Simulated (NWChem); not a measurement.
System: Si2H5O2F; SMILES [SiH3][Si](O)(O)F

NWChem input:

```
start job
memory heap 200 mb stack 900 mb global 1100 mb
geometry units angstroms noautosym nocenter noautoz
  O     -1.559920    -0.848390    -0.426418
  Si    -0.032027    -0.409902    -0.012985
  O      0.332897    -1.149890     1.420464
  F      1.044060    -0.957100    -1.106301
  Si     0.086448     1.916409     0.008810
  H     -1.818368    -1.758877    -0.246717
  H      1.261964    -1.263981     1.641210
  H      1.475298     2.335306     0.372692
  H     -0.247748     2.472470    -1.336058
  H     -0.861106     2.465109     1.024542
end
basis spherical
  * library def2-svp
end
dft
  xc pbe0
  iterations 150
end
cosmo
  do_cosmo_smd true
  solvent water
end
task dft energy
```

Excerpt of the output:

```
             Northwest Computational Chemistry Package (NWChem) 7.3.0
             --------------------------------------------------------

                             Geometry "geometry" -> ""
                             -------------------------

 Output coordinates in angstroms (scale by  1.889725989 to convert to a.u.)

  No.       Tag          Charge          X              Y              Z
 ---- ---------------- ---------- -------------- -------------- --------------
    1 O                    8.0000    -1.55992000    -0.84839000    -0.42641800
    2 Si                  14.0000    -0.03202700    -0.40990200    -0.01298500
    3 O                    8.0000     0.33289700    -1.14989000     1.42046400
    4 F                    9.0000     1.04406000    -0.95710000    -1.10630100
    5 Si                  14.0000     0.08644800     1.91640900     0.00881000
    6 H                    1.0000    -1.81836800    -1.75887700    -0.24671700
    7 H                    1.0000     1.26196400    -1.26398100     1.64121000
    8 H                    1.0000     1.47529800     2.33530600     0.37269200
    9 H                    1.0000    -0.24774800     2.47247000    -1.33605800
   10 H                    1.0000    -0.86110600     2.46510900     1.02454200

 Effective nuclear repulsion energy (a.u.)     313.6827692220

                                 NWChem DFT Module
                                 -----------------

 Summary of "ao basis" -> "ao basis" (spherical)
 ------------------------------------------------------------------------------
       Tag                 Description            Shells   Functions and Types
 ---------------- ------------------------------  ------  ---------------------
 O                          def2-svp                 6       14   3s2p1d
 Si                         def2-svp                 8       18   4s3p1d
 F                          def2-svp                 6       14   3s2p1d
 H                          def2-svp                 3        5   2s1p

 in cosmo_initialize ...
 calling solv_data for solv:h2o

 solvent parameters
 solvname_short: h2o
 solvname_long:  water
 dielec:       78.4000
 dielecinf:     1.7769
 aqueous SMD model solvent descriptors
 dielec:       78.4000
 sola:          0.8200

          ---------------
          -cosmo- solvent
          ---------------
 Cosmo: York-Karplus, doi: 10.1021/jp992097l
 dielectric constant -eps-     =  78.40
 screen = (eps-1)/(eps    )    =   0.98724
 surface charge correction     = lagrangian

   van der Waals surface
 --------------------------

 ---------- ATOMIC COORDINATES (A.U.) ------------ VDWR(ANG.) --
     1   -2.94782136   -1.60322463   -0.80581318     1.520
     2   -0.06052225   -0.77460246   -0.02453809     2.470
     3    0.62908411   -2.17297702    2.68428774     1.520
     4    1.97298732   -1.80865674   -2.09060575     1.730
     5    0.16336303    3.62148789    0.01664849     2.470
     6   -3.43621727   -3.32379558   -0.46622753     1.200
     7    2.38476617   -2.38857774    3.10143719     1.200
     8    2.78790897    4.41308844    0.70428576     1.200
     9   -0.46817583    4.67229081   -2.52478352     1.200
    10   -1.62725439    4.65838054    1.93610364     1.200
 number of segments per atom =        128
 number of   points per atom =        128
 atom (   nspa,  nppa )
 ----------------------
    1 (     44,     0 )       0
    2 (     54,     0 )       0
    3 (     45,     0 )       0
    4 (     68,     0 )       0
    5 (     90,     0 )       0
    6 (     62,     0 )       0
    7 (     63,     0 )       0
    8 (     34,     0 )       0
    9 (     34,     0 )       0
   10 (     36,     0 )       0
 number of -cosmo- surface points =      530
 molecular surface =    132.624 angstrom**2
 molecular volume  =    122.271 angstrom**3
 -lineq- algorithm             =   0
 -bem- low  level              =   3
 -bem- from -octahedral-
 gaussian surface charge width =   4.50000
 degree of switching           =   1.00000
 switching function tolerance  =   0.00010
 atomic radii =
 --------------
    1  8.000  1.520
    2 14.000  2.470
    3  8.000  1.520
    4  9.000  1.730
    5 14.000  2.470
    6  1.000  1.200
    7  1.000  1.200
    8  1.000  1.200
    9  1.000  1.200
   10  1.000  1.200
 ...... end of -cosmo- initialization ......

[...]

                                COSMO-SMD solvation results
                                ---------------------------

             internal energy in gas <Psi(g)|H|Psi(g)> =      -831.551302243705
         internal energy in solvent <Psi(s)|H|Psi(s)> =      -831.549548986494
                               delta internal energy  =         0.001753257211 (    1.10 kcal/mol)
   total free energy in solvent <Psi(s)|H+V/2|Psi(s)> =      -831.567683232548
 polarization energy contribution <Psi(s)|V/2|Psi(s)> =        -0.018134246054 (  -11.38 kcal/mol)
    total free energy in solvent including G(SMD-CDS) =      -831.561707746097
                       G(SMD-CDS) energy contribution =         0.005975486451 (    3.75 kcal/mol)
     1 M fixed-concentration free energy of solvation =        -0.010405502392 (   -6.53 kcal/mol)

                       DFT Final Molecular Orbital Analysis
                       ------------------------------------

 Vector   27  Occ=2.000000D+00  E=-3.590505D-01
              MO Center= -4.6D-01,  1.1D+00,  1.4D-01, r^2= 4.7D+00
   Bfn.  Coefficient  Atom+Function         Bfn.  Coefficient  Atom+Function
  ----- ------------  ---------------      ----- ------------  ---------------
    99      0.298185  10 H  s                 6     -0.264643   1 O  pz
    70      0.223913   5 Si pz               94     -0.215307   9 H  s
     9     -0.194222   1 O  pz               73      0.170891   5 Si pz
    38     -0.164046   3 O  pz              100      0.154700  10 H  s
    37     -0.142947   3 O  py               67     -0.126572   5 Si pz

 Vector   28  Occ=2.000000D+00  E=-3.544272D-01
              MO Center= -4.4D-01, -4.7D-01,  2.2D-01, r^2= 4.0D+00
   Bfn.  Coefficient  Atom+Function         Bfn.  Coefficient  Atom+Function
  ----- ------------  ---------------      ----- ------------  ---------------
     6      0.321646   1 O  pz                9      0.249929   1 O  pz
    37     -0.249904   3 O  py               38     -0.240759   3 O  pz
     4     -0.210904   1 O  px               40     -0.196977   3 O  py
     5      0.186088   1 O  py               41     -0.183636   3 O  pz
     7     -0.160206   1 O  px               89      0.156224   8 H  s

 Vector   29  Occ=2.000000D+00  E=-3.099180D-01
              MO Center=  8.2D-02,  5.2D-01,  1.9D-01, r^2= 3.6D+00
   Bfn.  Coefficient  Atom+Function         Bfn.  Coefficient  Atom+Function
  ----- ------------  ---------------      ----- ------------  ---------------
    37      0.313349   3 O  py               69      0.292390   5 Si py
    72      0.265739   5 Si py               40      0.246309   3 O  py
    23     -0.224902   2 Si py               17     -0.219042   2 Si s
    66     -0.155221   5 Si py               51     -0.154016   4 F  py
    94      0.123732   9 H  s                16     -0.120458   2 Si s

 Vector   30  Occ=0.000000D+00  E= 1.606286D-02
              MO Center=  5.6D-02,  1.0D+00,  5.0D-02, r^2= 4.3D+00
   Bfn.  Coefficient  Atom+Function         Bfn.  Coefficient  Atom+Function
  ----- ------------  ---------------      ----- ------------  ---------------
    73      0.836649   5 Si pz               95      0.816135   9 H  s
    90     -0.561081   8 H  s                71      0.486935   5 Si px
    27      0.344438   2 Si pz               35     -0.263992   3 O  s
     3      0.224110   1 O  s               100     -0.203345  10 H  s
    94      0.193236   9 H  s                25      0.161973   2 Si px

 Vector   31  Occ=0.000000D+00  E= 1.974892D-02
              MO Center=  1.8D-02,  1.1D+00,  1.4D-02, r^2= 4.1D+00
   Bfn.  Coefficient  Atom+Function         Bfn.  Coefficient  Atom+Function
  ----- ------------  ---------------      ----- ------------  ---------------
    71      0.849985   5 Si px              100      0.822906  10 H  s
    90     -0.596132   8 H  s                73     -0.507826   5 Si pz
    25      0.367716   2 Si px                3      0.237886   1 O  s
    95     -0.218259   9 H  s                99      0.192771  10 H  s
    49     -0.181877   4 F  s                27     -0.175933   2 Si pz

 Vector   32  Occ=0.000000D+00  E= 5.196865D-02
              MO Center= -1.0D-01,  7.7D-02,  1.4D-01, r^2= 6.7D+00
   Bfn.  Coefficient  Atom+Function         Bfn.  Coefficient  Atom+Function
  ----- ------------  ---------------      ----- ------------  ---------------
    18      1.232586   2 Si s                72      0.820689   5 Si py
     3     -0.530986   1 O  s                64     -0.531252   5 Si s
    80      0.461568   6 H  s                35     -0.452789   3 O  s
    63     -0.427457   5 Si s                85      0.371234   7 H  s
    26      0.318043   2 Si py               17      0.302125   2 Si s

     Multipole analysis of the density
     ---------------------------------

     L   x y z        total         alpha         beta         nuclear
     -   - - -        -----         -----         ----         -------
     0   0 0 0     -0.000000    -29.000000    -29.000000     58.000000

     1   1 0 0      0.340546      0.026380      0.026380      0.287786
     1   0 1 0     -0.389318     -0.894788     -0.894788      1.400259
     1   0 0 1      0.560473      0.853884      0.853884     -1.147294

     2   2 0 0    -31.218770    -83.747624    -83.747624    136.276478
     2   1 1 0      1.502265     -5.226710     -5.226710     11.955685
     2   1 0 1      2.739224     -0.851270     -0.851270      4.441764
     2   0 2 0    -30.197562   -194.873816   -194.873816    359.550070
     2   0 1 1     -0.802990      2.955905      2.955905     -6.714800
     2   0 0 2    -34.332878    -78.487046    -78.487046    122.641214
```

Level: PBE0/def2-SVP, SMD on the gas-phase geometry. The geometry was optimised at PBE0/def2-SVP. Solvent: water.
